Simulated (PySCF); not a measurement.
SCF from a fresh guess for sextet IrI₃⁺, at the PBE minimum. PySCF input:

```python
from pyscf import gto, scf, dft
mol = gto.M(atom='''
Ir     0.000000     0.000000    -0.412630
I      2.498710    -0.000020     0.211120
I     -1.249330     2.163960     0.211120
I     -1.249380    -2.163930     0.211120''',
    basis={'Ir': 'def2-SVP', 'I': 'def2-SVP'},
    ecp={'Ir': 'def2-SVP', 'I': 'def2-SVP'},
    charge=1, spin=5)
mf = dft.UKS(mol, xc='PBE0')
mf.grids.atom_grid = (50, 194)
aux = {'Ir': 'def2-universal-JKFIT', 'I': 'def2-universal-JKFIT'}
mf = mf.density_fit(auxbasis=aux)
mf.conv_tol = 1e-08
mf.diis_space = 10
mf.max_cycle = 60
mf.init_guess = 'huckel'
mf.verbose = 4
mf.kernel()
```

Excerpt of the output (cycles alone):

```
init E= -995.768636603422
cycle= 1 E= -989.621027492104  delta_E= 6.15  |g|= 3.44  |ddm|= 6.19
cycle= 2 E= -950.862674618395  delta_E= 38.8  |g|= 6.91  |ddm|=   16
cycle= 3 E= -993.769604332307  delta_E= -42.9  |g|= 2.32  |ddm|= 13.9
cycle= 4 E= -996.31458946465  delta_E= -2.54  |g|= 1.24  |ddm|= 3.62
cycle= 5 E= -997.124338091092  delta_E= -0.81  |g|= 0.311  |ddm|= 0.996
cycle= 6 E= -997.189346796987  delta_E= -0.065  |g|= 0.0992  |ddm|= 0.481
cycle= 7 E= -997.192320768384  delta_E= -0.00297  |g|= 0.0944  |ddm|= 0.168
cycle= 8 E= -997.195235281541  delta_E= -0.00291  |g|= 0.062  |ddm|= 0.0686
cycle= 9 E= -997.196419034197  delta_E= -0.00118  |g|= 0.0424  |ddm|= 0.0484
cycle= 10 E= -997.197338174844  delta_E= -0.000919  |g|= 0.0175  |ddm|= 0.0487
cycle= 11 E= -997.197555748291  delta_E= -0.000218  |g|= 0.00364  |ddm|= 0.0373
cycle= 12 E= -997.197565155194  delta_E= -9.41e-06  |g|= 0.00101  |ddm|= 0.00612
cycle= 13 E= -997.197566404786  delta_E= -1.25e-06  |g|= 0.000395  |ddm|= 0.00343
cycle= 14 E= -997.197566577127  delta_E= -1.72e-07  |g|= 0.000118  |ddm|= 0.00147
cycle= 15 E= -997.197566587767  delta_E= -1.06e-08  |g|= 4.45e-05  |ddm|= 0.000268
cycle= 16 E= -997.197566590194  delta_E= -2.43e-09  |g|= 1.04e-05  |ddm|= 0.000135
Extra cycle  E= -997.19756658991  delta_E= 2.84e-10  |g|= 2.84e-05  |ddm|= 4.59e-05
converged SCF energy = -997.19756658991  <S^2> = 8.7664725  2S+1 = 6.0054883
```

This is not the lowest solution: another start and a stability analysis within the same unrestricted form found one 33.9 kJ/mol lower, at -997.21050 Eh.

Open d and f shells are described by one determinant, and the ground state may have another occupation or spin. With an element this heavy the missing spin–orbit coupling can shift these numbers.

The search for the lowest solution, 3 starts and the stability check together, took 29 s on 4 threads of a shared Intel Xeon @ 2.70GHz host, with 110 basis functions; the process peaked at 0.59 GiB.
